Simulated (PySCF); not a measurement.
Identify the unknown among the candidates.

All candidates are C6H15NSi.

| technique | computed result |
| --- | --- |
| UV, strongest line | among the 10 lowest singlet transitions: S9 at 7.72 eV (161 nm, f = 0.107) [TDDFT PBE0/def2-SVPD] |
| Valence photoelectron | vertical ionisation energy: 8.43 eV [ΔSCF PBE0/def2-SVPD] |
| Polarisability | 106.2 au [PBE0/def2-SVPD] |
| Rotational structure | rotational constants A, B, C: 4.730, 0.757, 0.682 GHz [PBE0-D3(BJ)/def2-SVP] |
| XPS | Si2p3/2 106.3, C1s 289.8, C1s 290.2, C1s 290.4, C1s 290.4, C1s 290.5, C1s 291.1, N1s 404.0, Si1s 1846.2 eV [ΔSCF SCAN, pcX-2 on the ionised atom, pcseg-1 elsewhere, spin-free X2C, 2p3/2 from a spin–orbit splitting computed afterwards within the 2p shell] |
| 1H NMR | chemical shifts (computed TMS as zero) by class: 5.15 (1 H), 5.13 (1 H), 3.43 (1 H), 2.59 (1 H), 1.84 (1 H), 1.57 (1 H), 1.22 (1 H), 1.19 (1 H), 1.08 (1 H), 1.04 (1 H), 0.99 (3 H), 0.71 (1 H), -0.15 (1 H) ppm [GIAO PBE/pcSseg-1] |
| 13C NMR | chemical shifts (computed TMS as zero) by class: 56.5 (1 C), 45.0 (1 C), 44.9 (1 C), 27.4 (1 C), 19.2 (1 C), 17.5 (1 C) ppm [GIAO PBE/pcSseg-1] |

Gas-phase values; electronic properties from PySCF, density fitting. Levels stand in brackets. The structure is a single PBE0-D3(BJ)/def2-SVP conformer in the gas phase; no vibrational or solvent corrections. NMR values are class means; diastereotopic atoms form classes of their own.

Question: Which candidate is it?
A. `C/N=C\[SiH2]C(C)(C)C`
B. `CC(C)[C@@H]1CN[SiH2]C1`
C. `CCC[C@H]1CN[SiH2]C1`

Answer: C. It is `CCC[C@H]1CN[SiH2]C1`. Numbering: `[CH3:1][CH2:2][CH2:3][C@H:4]1[CH2:5][NH:6][SiH2:7][CH2:8]1`. Its formula, C6H15NSi, gives 1 degree of unsaturation: 1 ring and 0 π bonds in the structure found. 6 carbons fall into 6 classes; from least to most shielded: ring sp3 carbon bound to nitrogen [C5] (56.5 ppm), sp3 CH carbon [C4] (45.0 ppm), chain CH2 carbon [C3] (44.9 ppm), chain CH2 carbon [C2] (27.4 ppm), ring sp3 carbon bound to silicon [C8] (19.2 ppm), methyl carbon [C1] (17.5 ppm). Hydrogen classes from least to most shielded: 1 H on an SiH2 silicon, Si7 (5.15 ppm), 1 H on an SiH2 silicon, Si7 (5.13 ppm), 1 H on an sp3 carbon bound to nitrogen, C5 (3.43 ppm), 1 H on an sp3 carbon bound to nitrogen, C5 (2.59 ppm), 1 H on an sp3 CH carbon, C4 (1.84 ppm), 1 H on a chain CH2 carbon, C3 (1.57 ppm), 1 H on a chain CH2 carbon, C2 (1.22 ppm), 1 H on a chain CH2 carbon, C2 (1.19 ppm), 1 H on an sp3 carbon bound to silicon, C8 (1.08 ppm), 1 H on a chain CH2 carbon, C3 (1.04 ppm), 3 H on a methyl carbon, C1 (0.99 ppm), 1 H on an sp3 carbon bound to silicon, C8 (0.71 ppm); 1 more class is left out. The core levels belong to: Si2p3/2 106.3 eV, SiH2 silicon [Si7]; C1s 289.8 eV, sp3 carbon bound to silicon [C8]; C1s 290.2 eV, chain CH2 carbon [C3]; C1s 290.4 eV, sp3 CH carbon [C4]; C1s 290.4 eV, chain CH2 carbon [C2]; C1s 290.5 eV, methyl carbon [C1]; C1s 291.1 eV, sp3 carbon bound to nitrogen [C5]; N1s 404.0 eV, silicon-bound nitrogen [N6]; Si1s 1846.2 eV, SiH2 silicon [Si7]. The first electron is taken from the HOMO, whose largest Löwdin shares are 0.55 on the silicon-bound nitrogen, 0.12 on the sp3 carbon bound to nitrogen, 0.10 on the SiH2 silicon and 0.06 on a methylene hydrogen. The optimised geometry has point group C1 and is an asymmetric top.

The others, at the same levels:
- `C/N=C\[SiH2]C(C)(C)C` fails: its computed core binding energies are Si2p3/2 106.2, C1s 290.2, C1s 290.5 (×3), C1s 290.9, C1s 291.3, N1s 404.5, Si1s 1845.9 eV, rotational constant A is 3.313 GHz (against 4.730 GHz) and smallest rotational constant is 0.794 GHz (against 0.682 GHz).
- `CC(C)[C@@H]1CN[SiH2]C1` fails: its computed 13C shifts are 56.6 (1 C), 51.6 (1 C), 39.9 (1 C), 24.5 (1 C), 23.9 (1 C), 16.4 (1 C) ppm, 1H shifts are 5.20 (1 H), 5.19 (1 H), 3.48 (1 H), 2.75 (1 H), 1.36 (1 H), 1.26 (1 H), 1.12 (1 H), 1.06 (3 H), 0.88 (3 H), 0.55 (1 H), -0.14 (1 H) ppm and rotational constant A is 3.321 GHz (against 4.730 GHz).

Each candidate is one conformer, not necessarily the lowest. The conformers computed, where there is a choice (atom-mapped SMILES and torsion angles):
- `[CH3:1]/[N:2]=[CH:3]\[SiH2:4][C:5]([CH3:6])([CH3:7])[CH3:8]`: N2–C3–Si4–C5 179°, C3–Si4–C5–C6 180°

The conformers of `CCC[C@H]1CN[SiH2]C1` and `CC(C)[C@@H]1CN[SiH2]C1` aren't listed.
